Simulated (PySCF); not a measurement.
# CH$_{11}$O$_{2}$PSi$_{3}$: full NMR table

* Formula: CH11O2PSi3
* SMILES: [SiH3]O[SiH2]OC[SiH2]P
* Point group of the computed structure: C1
* Carbon signals: 1
* Proton signals: 5

Molfile (atoms numbered from 1):
```
CH11O2PSi3
     RDKit          3D

 18 17  0  0  0  0  0  0  0  0999 V2000
    2.7343    1.4193   -0.1346 Si  0  0  0  0  0  4  0  0  0  0  0  0
    1.8525    0.0689   -0.2571 O   0  0  0  0  0  0  0  0  0  0  0  0
    1.5379   -1.5187   -0.3628 Si  0  0  0  0  0  4  0  0  0  0  0  0
    0.0264   -1.8425    0.0768 O   0  0  0  0  0  0  0  0  0  0  0  0
   -1.2081   -1.4296   -0.4432 C   0  0  0  0  0  0  0  0  0  0  0  0
   -1.4592    0.4668   -0.3891 Si  0  0  0  0  0  4  0  0  0  0  0  0
   -3.5490    0.7706   -1.1538 P   0  0  0  0  0  0  0  0  0  0  0  0
    2.5667    1.9063    1.2333 H   0  0  0  0  0  0  0  0  0  0  0  0
    2.1722    2.3345   -1.1270 H   0  0  0  0  0  0  0  0  0  0  0  0
    4.1312    1.0972   -0.4245 H   0  0  0  0  0  0  0  0  0  0  0  0
    1.8218   -1.8701   -1.7519 H   0  0  0  0  0  0  0  0  0  0  0  0
    2.2540   -2.2479    0.6663 H   0  0  0  0  0  0  0  0  0  0  0  0
   -1.3085   -1.7895   -1.4750 H   0  0  0  0  0  0  0  0  0  0  0  0
   -1.9787   -1.9398    0.1465 H   0  0  0  0  0  0  0  0  0  0  0  0
   -0.5841    1.1595   -1.3374 H   0  0  0  0  0  0  0  0  0  0  0  0
   -1.2286    0.9605    0.9747 H   0  0  0  0  0  0  0  0  0  0  0  0
   -3.6035    2.1000   -0.7852 H   0  0  0  0  0  0  0  0  0  0  0  0
   -4.1861    0.3609    0.0027 H   0  0  0  0  0  0  0  0  0  0  0  0
  1  2  1  0
  2  3  1  0
  3  4  1  0
  4  5  1  0
  5  6  1  0
  6  7  1  0
  1  8  1  0
  1  9  1  0
  1 10  1  0
  3 11  1  0
  3 12  1  0
  5 13  1  0
  5 14  1  0
  6 15  1  0
  6 16  1  0
  7 17  1  0
  7 18  1  0
M  END
```

All values are calculated (PySCF 2.14.0 with density-fitted response routines): geometry from GFN2-xTB, shielding tensors at PBE0/pcSseg-1 (GIAO). Equivalent nuclei averaged, in vacuum, one conformer, relativity neglected.

Shifts are taken against calculated references (same method and geometry level): TMS for 1H (σ = 31.72 ppm) and 13C (σ = 186.93 ppm) and 29Si (σ = 349.16 ppm); 31P (σ = 318.38 ppm) vs H3PO4; H2O for 17O (σ = 336.08 ppm).

| carbon | δC, type | δH (multiplicity) | HMBC from (2–3 bonds) | span of the C tensor (ppm) |
| --- | --- | --- | --- | --- |
| C5 | 57.0, CH2 | 4.24 (m) | H11/H12, H15/H16, H17/H18 | 96 |

Other nuclei:
```json
{"atoms": "H8/H9/H10", "nucleus": "1H", "environment": "hydrogen on a silicon bonded to O", "δ (ppm)": "5.12", "σ (ppm)": "26.59"}
{"atoms": "H11/H12", "nucleus": "1H", "environment": "hydrogen on a silicon bonded to 2 O", "δ (ppm)": "4.76", "σ (ppm)": "26.96"}
{"atoms": "H15/H16", "nucleus": "1H", "environment": "hydrogen on a silicon bonded to C, P", "δ (ppm)": "4.73", "σ (ppm)": "26.99"}
{"atoms": "H17/H18", "nucleus": "1H", "environment": "hydrogen on a phosphorus bonded to Si", "δ (ppm)": "0.90", "σ (ppm)": "30.82"}
{"atoms": "P7", "nucleus": "31P", "environment": "phosphorus bonded to Si, 2 H", "δ (ppm)": "-314.0", "σ (ppm)": "632.4"}
{"atoms": "Si3", "nucleus": "29Si", "environment": "silicon bonded to 2 O, 2 H", "δ (ppm)": "-42.7", "σ (ppm)": "391.8"}
{"atoms": "Si1", "nucleus": "29Si", "environment": "silicon bonded to O, 3 H", "δ (ppm)": "-48.3", "σ (ppm)": "397.5"}
{"atoms": "Si6", "nucleus": "29Si", "environment": "silicon bonded to C, P, 2 H", "δ (ppm)": "-48.5", "σ (ppm)": "397.7"}
{"atoms": "O4", "nucleus": "17O", "environment": "oxygen bonded to C, Si", "δ (ppm)": "44.8", "σ (ppm)": "291.3"}
{"atoms": "O2", "nucleus": "17O", "environment": "oxygen bonded to 2 Si", "δ (ppm)": "41.8", "σ (ppm)": "294.3"}
```

1. δH 4.76: hydrogen on a silicon bonded to 2 O.
2. δH 4.73: hydrogen on a silicon bonded to C, P.
3. δH 4.24: hydrogen on an sp3 CH2 bonded to O and Si; its carbon carries O, hence the downfield position.
4. δH 0.90: hydrogen on a phosphorus bonded to Si.

Splittings by 31P in the carbon and heteronuclear signals aren't shown, as no couplings were computed. Shifts are as computed. Against solution values, carbons near 30 ppm lie about +3 ppm off and those near 130 ppm about +5 ppm. Of 1211 compounds with measured shifts, 218 miss one by over three times the rms of a fit or turn the order of signals round; such compounds aren't used in these exercises. Experimental scales use liquid or dissolved standards, which lie at an offset from isolated H2O (liquid H2O: subtract about 36 ppm) and H3PO4. Multiplicities follow the n + 1 count of equivalent neighbours, as no J values were calculated; m marks all less simple cases, F and P coupling included.
